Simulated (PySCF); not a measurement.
## Mayer bond orders and bond lengths

Compound: C3H11GeNSi.
Atom-mapped SMILES: `[CH2:1]=[CH:2][CH2:3][N:4]([SiH3:5])[GeH3:6]` (hydrogens: H7, H8 on C1; H9 on C2; H10, H11 on C3; H12, H13, H14 on Si5; H15, H16, H17 on Ge6)

Cartesian coordinates in Å at the PBE0-D3(BJ)/def2-SVP level; atoms count from 1:
```
atom  x, y, z in Å
C1     2.3448   -1.3223   -0.3531
C2     1.4784   -0.3306   -0.1447
C3     0.3031   -0.0293   -1.0284
N4    -0.9792   -0.1035   -0.3293
Si5   -1.5503   -1.6760    0.1653
Ge6   -1.7171    1.4824    0.2569
H7     3.1790   -1.5103    0.3278
H8     2.2506   -1.9852   -1.2201
H9     1.5874    0.3103    0.7397
H10    0.4212    0.9811   -1.4630
H11    0.3060   -0.7271   -1.8867
H12   -2.9920   -1.5398    0.5298
H13   -0.8280   -2.2666    1.3380
H14   -1.3892   -2.6257   -0.9812
H15   -1.6846    2.4679   -0.9287
H16   -0.9069    2.0931    1.4239
H17   -3.1538    1.1905    0.7144
```

Bond orders from the PBE0/pcSseg-1 density (PySCF). One conformer (not necessarily the lowest) at the PBE0-D3(BJ)/def2-SVP geometry, without solvent, vibrations or thermal averaging. The calculation is non-relativistic, for germanium too.

Problem. How far do the computed orders between heavy atoms stray from the drawn ones?

Solution. The largest departure is 0.190, at N4–Ge6 (drawn single, 0.810). Drawn single, order below 0.88: N4–Ge6 (0.810).

Problem. Set the Mayer orders of the bonds between heavy atoms beside their lengths.

Solution. 
```json
{"bond": "C1–C2", "drawn as": "double", "length (Å)": "1.333", "Mayer order": "1.965"}
{"bond": "C2–C3", "drawn as": "single", "length (Å)": "1.501", "Mayer order": "1.018"}
{"bond": "C3–N4", "drawn as": "single", "length (Å)": "1.462", "Mayer order": "0.916"}
{"bond": "N4–Si5", "drawn as": "single", "length (Å)": "1.745", "Mayer order": "0.935"}
{"bond": "N4–Ge6", "drawn as": "single", "length (Å)": "1.845", "Mayer order": "0.810"}
```

Bonds between the same two heavy elements. C–C: lowest C2–C3 (1.018, 1.501 Å), highest C1–C2 (1.965, 1.333 Å).

Problem. And the bonds to hydrogen?

Solution. C–H: 0.94 to 0.95 (5 bonds); H–Si: 0.91 to 0.94 (3 bonds); Ge–H: 0.93 to 0.96 (3 bonds).

Problem. Sum the orders of all bonds at each heavy atom with more than one neighbour and set the sums beside the valence in the SMILES.

Solution. C1 3.869 (drawn 4), C2 3.936 (drawn 4), C3 3.830 (drawn 4), N4 2.661 (drawn 3), Si5 3.706 (drawn 4), Ge6 3.632 (drawn 4). Orders between atoms that aren't bonded are not in these sums.

For a closed shell the Mayer order of atoms A and B is Σ (PS)μν (PS)νμ over the basis functions μ on A and ν on B, with P the density and S the overlap matrix.
